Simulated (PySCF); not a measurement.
# Electron correlation in La (lanthanum, neutral)

[Xe] 5d1 6s1 6p1, one real determinant (an excited configuration). All numbers are calculated (PySCF 2.14, the spin-free X2C one-electron Hamiltonian (Gaussian nucleus), in cc-pVDZ-X2C (8s7p5d3f1g, 84 functions)). Frozen: [Ar] 3d10; 29 electrons correlated.

```
  level  correlation energy (mhartree)
   CCSD                        -666.27
    (T)                         -14.79
CCSD(T)                        -681.06
```

Diagnostics: T1 = 0.015, D1 = 0.1042, largest double amplitude 0.049.

The real determinant used has ⟨L²⟩ near 8 against 12 for a pure F term, so it mixes terms. Spin-orbit coupling, absent here, splits the open shell strongly.

Cost of the coupled-cluster step: about 2.9 core-minutes, for 29 correlated electrons.

Iterations:

```
CC2 = 0
CCSD nocc = (np.int64(16), np.int64(13)), nmo = (70, 70)
frozen orbitals [[0, 1, 2, 3, 4, 5, 6, 7, 8, 9, 10, 11, 12, 13], [0, 1, 2, 3, 4, 5, 6, 7, 8, 9, 10, 11, 12, 13]]
max_cycle = 100
direct = 0
conv_tol = 1e-08
conv_tol_normt = 1e-06
diis_space = 8
diis_start_cycle = 0
Init t2, MP2 energy = -0.699794748279496
Init E_corr(UCCSD) = -0.699794748281997
cycle = 1  E_corr(UCCSD) = -0.650049225117048  dE = 0.0497455232  norm(t1,t2) = 0.0736567
cycle = 2  E_corr(UCCSD) = -0.665835296996189  dE = -0.0157860719  norm(t1,t2) = 0.0232408
cycle = 3  E_corr(UCCSD) = -0.664862581132078  dE = 0.000972715864  norm(t1,t2) = 0.0134257
cycle = 4  E_corr(UCCSD) = -0.666416941061929  dE = -0.00155435993  norm(t1,t2) = 0.00771371
cycle = 5  E_corr(UCCSD) = -0.666097717421356  dE = 0.000319223641  norm(t1,t2) = 0.0053061
cycle = 6  E_corr(UCCSD) = -0.666110595273877  dE = -1.28778525e-05  norm(t1,t2) = 0.0033815
cycle = 7  E_corr(UCCSD) = -0.666384241221877  dE = -0.000273645948  norm(t1,t2) = 0.00187485
cycle = 8  E_corr(UCCSD) = -0.666291178141648  dE = 9.30630802e-05  norm(t1,t2) = 0.00120591
cycle = 9  E_corr(UCCSD) = -0.66624883193139  dE = 4.23462103e-05  norm(t1,t2) = 0.000552383
cycle = 10  E_corr(UCCSD) = -0.666280796239456  dE = -3.19643081e-05  norm(t1,t2) = 0.00031155
cycle = 11  E_corr(UCCSD) = -0.666271457163191  dE = 9.33907626e-06  norm(t1,t2) = 0.000157131
cycle = 12  E_corr(UCCSD) = -0.66627201841964  dE = -5.61256449e-07  norm(t1,t2) = 6.55471e-05
cycle = 13  E_corr(UCCSD) = -0.666270822118298  dE = 1.19630134e-06  norm(t1,t2) = 3.66205e-05
cycle = 14  E_corr(UCCSD) = -0.666271353592729  dE = -5.31474431e-07  norm(t1,t2) = 2.2649e-05
cycle = 15  E_corr(UCCSD) = -0.666271644905097  dE = -2.91312368e-07  norm(t1,t2) = 1.24765e-05
cycle = 16  E_corr(UCCSD) = -0.666271467619705  dE = 1.77285392e-07  norm(t1,t2) = 4.94067e-06
cycle = 17  E_corr(UCCSD) = -0.66627147619227  dE = -8.57256488e-09  norm(t1,t2) = 1.3351e-06
cycle = 18  E_corr(UCCSD) = -0.666271436987582  dE = 3.92046883e-08  norm(t1,t2) = 6.51879e-07
cycle = 19  E_corr(UCCSD) = -0.666271437907366  dE = -9.19784804e-10  norm(t1,t2) = 4.04121e-07
UCCSD converged
E(UCCSD) = -8489.913460734249  E_corr = -0.6662714379073664
UCCSD(T) correction = -0.0147869702832041
```

The basis was made for the ground configuration and has no added diffuse functions, which can raise the energy of the promoted electron.

The reference is one real determinant that mixes LS terms of this configuration.

This basis was not built for core-valence correlation, so the inner-shell part is incomplete.
